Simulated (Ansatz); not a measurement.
Total energies of In₉P₉H₂₆, a nanocrystal cut from wurtzite InP (hydrogen-capped) from Ansatz at PBE-D4/def2-SVP, gas phase (1 Eh = 27.2114 eV = 2625.5 kJ/mol). The reference geometry is relaxed at PBE-D4/def2-SVP.

```tsv
atom	x (Å)	y (Å)	z (Å)
P1	-1.735	2.486	2.765
In2	-1.750	2.795	0.188
P3	0.617	4.067	0.025
In4	-3.427	-0.999	-0.321
P5	-1.207	0.474	-0.648
In6	-0.811	0.641	-3.137
In7	2.661	3.123	-1.272
P8	1.551	1.923	-3.291
P9	0.101	-1.716	-3.726
In10	0.530	1.843	4.030
In11	-1.857	-2.039	3.606
P12	-2.359	-2.834	1.169
P13	0.322	-0.571	3.087
In14	0.751	-0.583	0.589
P15	2.881	0.985	0.176
In16	-0.799	-4.466	-0.147
P17	1.312	-2.840	-0.416
In18	2.444	-2.538	-2.737
H19	-2.458	3.571	3.355
H20	-2.687	1.443	3.002
H21	-2.924	3.837	-0.546
H22	0.506	5.462	-0.276
H23	1.139	4.187	1.353
H24	-4.465	0.068	0.599
H25	-3.747	-1.576	-1.942
H26	-1.884	1.445	-4.235
H27	4.010	4.166	-1.567
H28	1.674	2.774	-4.435
H29	2.549	0.958	-3.647
H30	-0.913	-2.615	-3.265
H31	-0.055	-1.923	-5.133
H32	0.229	1.935	5.737
H33	1.747	2.748	3.150
H34	-3.037	-0.811	4.016
H35	-1.311	-3.342	4.622
H36	-3.494	-3.684	1.398
H37	1.484	-1.272	3.549
H38	3.466	1.384	1.418
H39	3.973	0.231	-0.357
H40	-1.399	-4.564	-1.789
H41	-0.247	-5.787	0.843
H42	2.352	-3.265	0.474
H43	3.420	-1.080	-2.764
H44	2.844	-4.044	-3.501
```

```
                 state   geometry  energy (Eh)
      charge 0 singlet  reference  -4796.90342
      charge 1 doublet  reference  -4796.63946
     charge -1 doublet  reference  -4796.94192
 free P atom (quartet)          –   -340.98790
free In atom (doublet)          –   -190.11196
 free H atom (doublet)          –     -0.49863
```

In the def2 sets In takes a core potential; there is no spin–orbit coupling. Single mean-field runs in def2-SVP are fitted with def2-universal-jkfit.

Question: Work out the vertical ionisation energy to the doublet.

Answer: E(charge 1 doublet) − E(charge 0 singlet) = -4796.63946 − (-4796.90342) = 0.26396 Eh = 7.18 eV. For comparison, −ε of the highest occupied level is 5.54 eV at this level, 1.64 eV less.

Question: Work out the vertical electron affinity, to the doublet.

Answer: E(charge 0 singlet) − E(charge -1 doublet) = -4796.90342 − (-4796.94192) = 0.03850 Eh = 1.05 eV. The basis lacks diffuse functions, which makes affinities too small.

Question: Give the fundamental gap IE − EA, the Mulliken electronegativity (IE + EA)/2 and the hardness (IE − EA)/2.

Answer: From the values in Eh: IE − EA = 0.26396 − 0.03850 = 0.22546 Eh = 6.14 eV; (IE + EA)/2 = 4.12 eV; (IE − EA)/2 = 3.07 eV. The HOMO–LUMO gap of the same run is 3.18 eV, 2.96 eV smaller than the fundamental gap.

Question: What is the binding energy per atom against free atoms?

Answer: Atoms: 9 × (-340.98790) + 9 × (-190.11196) + 26 × (-0.49863) = -4792.86312 Eh. Binding: -4792.86312 − (-4796.90342) = 4.04030 Eh = 109.94 eV, or 2.50 eV for each of 44 atoms (no zero-point energy, no counterpoise term).

At PBE-D4/def2-SVP the gap within one spin of the charge 1 doublet nearly closes, so an electron or hole may be smeared out by delocalisation error. At PBE-D4/def2-SVP the gap within one spin of the charge -1 doublet nearly closes, so an electron or hole may be smeared out by delocalisation error. At PBE-D4/def2-SVP the highest occupied level of the charge -1 doublet lies above zero (up to 0.39 eV). By energy differences its removal costs 1.05 eV (vertical, to the charge 0 singlet, at PBE-D4/def2-SVP); self-interaction error and the lack of diffuse functions both raise the level.
